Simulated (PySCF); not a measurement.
Compound: SnH(NCO)3, C3HN3O3Sn.
Bonds: Sn1–N3, Sn1–N6, Sn1–N9, N3–C4, C4–O5, N6–C7, C7–O8, N9–C10, C10–O11. Hydrogens: H2 on Sn1.

A GFN2-xTB structure was refined with PBE0-D3(BJ)/def2-SVP geometry optimisation, gas phase, def2 core potentials past Kr (PySCF 2.14.0). Its GFN2-xTB values:

| coordinate | GFN2-xTB |
| --- | --- |
| Sn1–H2 | 1.612 Å |
| Sn1–N3 | 1.861 Å |
| N3–C4 | 1.307 Å |
| C4–O5 | 1.083 Å |
| Sn1–N3–C4 | 167.1° |
| Sn1–N6–C7 | 156.5° |
| N3–Sn1–N6 | 106.5° |
| N3–C4–O5 | 173.9° |
| N3–Sn1–N6–C7 | 57° |
| N3–Sn1–N9–C10 | -49° |

Q: How do these coordinates change at the PBE0-D3(BJ)/def2-SVP level?

A: 
| coordinate | PBE0-D3(BJ)/def2-SVP (Å or °) | change |
| --- | --- | --- |
| Sn1–N3 | 1.999 | +0.138 |
| N3–C4 | 1.204 | -0.103 |
| C4–O5 | 1.166 | +0.083 |
| Sn1–H2 | 1.681 | +0.069 |
| Sn1–N3–C4 | 154.5 | -12.6 |
| Sn1–N6–C7 | 149.4 | -7.1 |
| N3–C4–O5 | 177.2 | +3.3 |
| N3–Sn1–N6 | 107.8 | +1.3 |
| N3–Sn1–N6–C7 | 47 | -10 |
| N3–Sn1–N9–C10 | -45 | +4 |

The energy falls by 32.7 kcal/mol over 11 energy and gradient evaluations, the largest force component goes from 0.2739 to 3.1e-04 Eh/bohr, and the atoms move by 0.211 Å rms after alignment. The bond that changes most is Sn1–N3 (ends: tin bonded to 3 N and H; nitrogen bonded to C and Sn), which lengthens by 0.138 Å. Bonds longer at the end by more than 0.005 Å: 5 of 10; shorter: 3. Among the dihedrals that turn most is H2–Sn1–N9–C10, from -179° to -167°. Rotational constants go from 714.0, 695.4, 478.0 to 713.4, 677.1, 522.3 MHz.

The run used 157 basis functions and 87 SCF cycles in all.

PBE0-D3(BJ)/def2-SVP frequencies: not computed here. The numbers are those of one conformer.
